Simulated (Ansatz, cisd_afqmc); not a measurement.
Species: Si, charge 0, triplet.

Total energies in cc-pV(T+d)Z, 4 correlated electrons, 5 frozen orbitals. Open shells are spin-unrestricted; no spin-orbit coupling. Cores are frozen in correlated methods. No relativity. AFQMC/CISD: phaseless, guided by CISD from CCSD amplitudes; bars are statistical, one sigma. Outlying blocks are dropped, and bars are widened where a walk drifts. Over all cases where full CI ran beside it in this data, AFQMC minus full CI had a median of +0.1 mEh and passed +0.4 mEh in a tenth of the cases. Full CI freezes restricted core orbitals and the other rows unrestricted ones, which leaves a small offset even where coupled cluster is exact.

| method | program | energy (Eh) | error against FCI (mEh) |
|---|---|---|---|
| HF | Ansatz | -288.85649 | 77.73 |
| MP2 | Ansatz | -288.91262 | 21.60 |
| CCSD | Ansatz | -288.93096 | 3.26 |
| CCSD(T) | Ansatz | -288.93344 | 0.78 |
| CCSDT(Q) | Ansatz | -288.93426 | -0.04 |
| CCSDTQ | Ansatz | -288.93427 | -0.05 |
| AFQMC/CISD | cisd_afqmc | -288.9340 ± 0.0001 | 0.2 ± 0.1 |
| FCI | Ansatz | -288.93422 | 0.00 |

Ansatz is an electronic-structure program.
